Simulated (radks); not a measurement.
Au4+, configuration [Kr] 4d10 4f14 5s1.75 5p6 5d7 6d0.25 (fractional occupations, a model configuration). Calculated with a radial shooting solver on a logarithmic mesh with Libxc functionals: Dirac Kohn-Sham, BLYP, spin-unpolarised, spherical densities, point nucleus; open shells fill j = l - 1/2 first.

Radial electron density D(r) = 4 pi r^2 rho(r):

r (bohr),D(r) (e/bohr)
0.001382,17.10
0.001873,25.98
0.002559,38.78
0.003495,55.65
0.004737,75.15
0.006472,95.35
0.008841,110.3
0.01198,114.4
0.01637,107.6
0.02236,101.2
0.03031,111.7
0.04141,137.4
0.05657,145.4
0.07666,123.5
0.1047,118.8
0.1431,137.1
0.1939,107.9
0.2649,75.07
0.3619,88.87
0.4905,68.39
0.6701,32.49
0.9155,21.18
1.241,13.39
1.695,4.982
2.316,1.075
3.138,0.2043
4.287,0.06276
5.857,0.009903
7.938,0.0003734

D(r) has 4 maxima, at r = 0.0114, 0.0518, 0.144, 0.374 bohr, and minima at 0.0224, 0.0929, 0.265 bohr, inside which lie 2.03, 11.07, 29.96 electrons.
